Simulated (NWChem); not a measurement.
System: C₅H₅F; SMILES C#C/C(=C/F)C

The following NWChem deck was run.

```
start job
memory heap 200 mb stack 900 mb global 1100 mb
geometry units angstroms noautosym nocenter noautoz
  C      0.574006     2.608410     0.000000
  C      0.270531     1.436331     0.000000
  C     -0.148778     0.071898     0.000000
  C     -1.629905    -0.233679     0.000000
  C      0.789610    -0.885881     0.000000
  F      0.470245    -2.193165     0.000000
  H      0.859704     3.635396     0.000000
  H     -2.112245     0.200896     0.882982
  H     -2.112245     0.200896    -0.882982
  H     -1.801109    -1.312119     0.000000
  H      1.860613    -0.715001     0.000000
end
basis spherical
  * library def2-svp
end
dft
  xc xpbe96 cpbe96
  iterations 150
end
cosmo
  do_cosmo_smd true
  solvent water
end
task dft energy
```

NWChem printed, in part:

```
             Northwest Computational Chemistry Package (NWChem) 7.3.0
             --------------------------------------------------------

                             Geometry "geometry" -> ""
                             -------------------------

 Output coordinates in angstroms (scale by  1.889725989 to convert to a.u.)

  No.       Tag          Charge          X              Y              Z
 ---- ---------------- ---------- -------------- -------------- --------------
    1 C                    6.0000     0.57400600     2.60841000     0.00000000
    2 C                    6.0000     0.27053100     1.43633100     0.00000000
    3 C                    6.0000    -0.14877800     0.07189800     0.00000000
    4 C                    6.0000    -1.62990500    -0.23367900     0.00000000
    5 C                    6.0000     0.78961000    -0.88588100     0.00000000
    6 F                    9.0000     0.47024500    -2.19316500     0.00000000
    7 H                    1.0000     0.85970400     3.63539600     0.00000000
    8 H                    1.0000    -2.11224500     0.20089600     0.88298200
    9 H                    1.0000    -2.11224500     0.20089600    -0.88298200
   10 H                    1.0000    -1.80110900    -1.31211900     0.00000000
   11 H                    1.0000     1.86061300    -0.71500100     0.00000000

 Effective nuclear repulsion energy (a.u.)     199.4936595553

  pbe96 is a nonlocal functional; adding pw91lda local functional.

                                 NWChem DFT Module
                                 -----------------

 Summary of "ao basis" -> "ao basis" (spherical)
 ------------------------------------------------------------------------------
       Tag                 Description            Shells   Functions and Types
 ---------------- ------------------------------  ------  ---------------------
 C                          def2-svp                 6       14   3s2p1d
 F                          def2-svp                 6       14   3s2p1d
 H                          def2-svp                 3        5   2s1p

 in cosmo_initialize ...
 calling solv_data for solv:h2o

 solvent parameters
 solvname_short: h2o
 solvname_long:  water
 dielec:       78.4000
 dielecinf:     1.7769
 aqueous SMD model solvent descriptors
 dielec:       78.4000
 sola:          0.8200

          ---------------
          -cosmo- solvent
          ---------------
 Cosmo: York-Karplus, doi: 10.1021/jp992097l
 dielectric constant -eps-     =  78.40
 screen = (eps-1)/(eps    )    =   0.98724
 surface charge correction     = lagrangian

   van der Waals surface
 --------------------------

[...]

                                COSMO-SMD solvation results
                                ---------------------------

             internal energy in gas <Psi(g)|H|Psi(g)> =      -292.719959394860
         internal energy in solvent <Psi(s)|H|Psi(s)> =      -292.719147412601
                               delta internal energy  =         0.000811982259 (    0.51 kcal/mol)
   total free energy in solvent <Psi(s)|H+V/2|Psi(s)> =      -292.726719477351
 polarization energy contribution <Psi(s)|V/2|Psi(s)> =        -0.007572064750 (   -4.75 kcal/mol)
    total free energy in solvent including G(SMD-CDS) =      -292.717945200745
                       G(SMD-CDS) energy contribution =         0.008774276605 (    5.51 kcal/mol)
     1 M fixed-concentration free energy of solvation =         0.002014194115 (    1.26 kcal/mol)

                       DFT Final Molecular Orbital Analysis
                       ------------------------------------

 Vector   20  Occ=2.000000D+00  E=-2.904239D-01
              MO Center= -2.8D-02,  1.1D+00,  2.6D-10, r^2= 3.1D+00
   Bfn.  Coefficient  Atom+Function         Bfn.  Coefficient  Atom+Function
  ----- ------------  ---------------      ----- ------------  ---------------
    20      0.377195   2 C  pz                6      0.291987   1 C  pz
    34      0.228665   3 C  pz               23      0.205577   2 C  pz
    48     -0.180729   4 C  pz                9      0.152278   1 C  pz
    76      0.144348   6 F  pz               90     -0.142588   8 H  s
    95      0.142588   9 H  s                37      0.139594   3 C  pz

 Vector   21  Occ=2.000000D+00  E=-2.564405D-01
              MO Center=  3.3D-01,  1.8D+00,  2.0D-11, r^2= 2.0D+00
   Bfn.  Coefficient  Atom+Function         Bfn.  Coefficient  Atom+Function
  ----- ------------  ---------------      ----- ------------  ---------------
     4      0.407614   1 C  px               18      0.393693   2 C  px
     7      0.246690   1 C  px               21      0.225553   2 C  px
    46      0.123830   4 C  px                5     -0.109204   1 C  py
    32     -0.107141   3 C  px               19     -0.096510   2 C  py
    45      0.082722   4 C  s                58     -0.078146   5 C  s

 Vector   22  Occ=2.000000D+00  E=-2.121409D-01
              MO Center=  3.3D-01,  3.9D-01, -2.6D-09, r^2= 3.9D+00
   Bfn.  Coefficient  Atom+Function         Bfn.  Coefficient  Atom+Function
  ----- ------------  ---------------      ----- ------------  ---------------
    62      0.353393   5 C  pz                6     -0.320063   1 C  pz
    34      0.307499   3 C  pz               76      0.247914   6 F  pz
     9     -0.225153   1 C  pz               37      0.225774   3 C  pz
    65      0.207047   5 C  pz               79     -0.192661   6 F  pz
    20     -0.181644   2 C  pz               23     -0.106711   2 C  pz

 Vector   23  Occ=0.000000D+00  E=-5.545651D-02
              MO Center=  4.5D-01,  3.3D-01,  1.4D-09, r^2= 3.8D+00
   Bfn.  Coefficient  Atom+Function         Bfn.  Coefficient  Atom+Function
  ----- ------------  ---------------      ----- ------------  ---------------
    65      0.472240   5 C  pz               62      0.458977   5 C  pz
     9      0.372493   1 C  pz               37     -0.349645   3 C  pz
    34     -0.309909   3 C  pz                6      0.303139   1 C  pz
    23     -0.235503   2 C  pz               20     -0.209346   2 C  pz
    76      0.194224   6 F  pz               79     -0.175165   6 F  pz

 Vector   24  Occ=0.000000D+00  E=-5.607821D-03
              MO Center=  2.8D-01,  1.6D+00, -1.4D-10, r^2= 3.5D+00
   Bfn.  Coefficient  Atom+Function         Bfn.  Coefficient  Atom+Function
  ----- ------------  ---------------      ----- ------------  ---------------
    45      0.653949   4 C  s                 7     -0.592485   1 C  px
    21      0.535038   2 C  px                4     -0.401487   1 C  px
    18      0.399767   2 C  px               31     -0.312558   3 C  s
   101     -0.306156  10 H  s                59     -0.234486   5 C  s
    49      0.197752   4 C  px               22     -0.184020   2 C  py

 Vector   25  Occ=0.000000D+00  E= 5.900126D-02
              MO Center= -2.1D-01,  1.0D+00,  1.7D-08, r^2= 4.3D+00
   Bfn.  Coefficient  Atom+Function         Bfn.  Coefficient  Atom+Function
  ----- ------------  ---------------      ----- ------------  ---------------
    23      0.688696   2 C  pz               91      0.635547   8 H  s
    96     -0.635547   9 H  s                 9     -0.559818   1 C  pz
    37     -0.483222   3 C  pz               51     -0.427087   4 C  pz
    20      0.392684   2 C  pz               34     -0.343384   3 C  pz
    65      0.305871   5 C  pz                6     -0.287796   1 C  pz

     Multipole analysis of the density
     ---------------------------------

     L   x y z        total         alpha         beta         nuclear
     -   - - -        -----         -----         ----         -------
     0   0 0 0     -0.000000    -22.000000    -22.000000     44.000000

     1   1 0 0     -0.014378     -0.063604     -0.063604      0.112830
     1   0 1 0      0.212505     -0.133797     -0.133797      0.480098
     1   0 0 1      0.000000      0.000000      0.000000      0.000000

     2   2 0 0    -23.028106    -83.984466    -83.984466    144.940826
     2   1 1 0      0.815181     -5.603654     -5.603654     12.022489
     2   1 0 1      0.000000      0.000000      0.000000      0.000000
     2   0 2 0    -24.240389   -221.184438   -221.184438    418.128487
     2   0 1 1     -0.000000     -0.000000     -0.000000      0.000000
     2   0 0 2    -26.734992    -16.151702    -16.151702      5.568412
```

Level: PBE/def2-SVP, SMD on the gas-phase geometry. All runs use the structure optimised with B3LYP/6-31G* (spherical d). Solvent: water.
